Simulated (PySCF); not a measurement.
C2H9FOSi2. Atoms are numbered in the order given.

```xyz
15

C     -2.0352    -0.1416    -0.7672
Si    -0.6008    -0.9657     0.0968
O     -1.0182    -1.5528     1.6044
C      0.7304     0.3414     0.4153
F      0.0710     1.5030     0.8970
Si     1.7844     0.8719    -1.0739
H     -2.9126    -0.8026    -0.8547
H     -1.7522     0.1713    -1.7856
H     -2.3292     0.7591    -0.2054
H     -0.0065    -2.0509    -0.7507
H     -1.8188    -2.0862     1.6632
H      1.4034    -0.0218     1.2179
H      2.6196    -0.2794    -1.5323
H      0.8972     1.3121    -2.1916
H      2.6650     2.0085    -0.6778
```

Geometry optimised at r2SCAN-D4/def2-SVP. The structure was generated by enumeration; whether it is a known compound was not checked. The values are those of a single conformer.

Method: PBE0/pcSseg-1 in PySCF.

GIAO shieldings, no solvent; atoms alike by connectivity are averaged. δ = σ(ref) − σ: ¹³C against TMS (σ = 186.3 ppm); ²⁹Si against TMS (σ = 352.7 ppm); ¹⁷O against H2O (σ = 334.2 ppm); ¹⁹F against CFCl3 (σ = 167.2 ppm); ¹H against TMS (σ = 31.56 ppm), references at their B3LYP-D3(BJ)/def2-TZVP geometries, non-relativistic.

Computed chemical shifts:
```tsv
nucleus	atoms	count	δ (ppm)
¹³C	C4	1	84.3
¹³C	C1	1	-1.7
²⁹Si	Si2	1	3.5
²⁹Si	Si6	1	-71.1
¹⁷O	O3	1	33.2
¹⁹F	F5	1	-308.1
¹H	H12	1	5.47
¹H	H10	1	5.28
¹H	H13, H14, H15	3	4.25
¹H	H11	1	1.17
¹H	H7, H8, H9	3	0.68
```
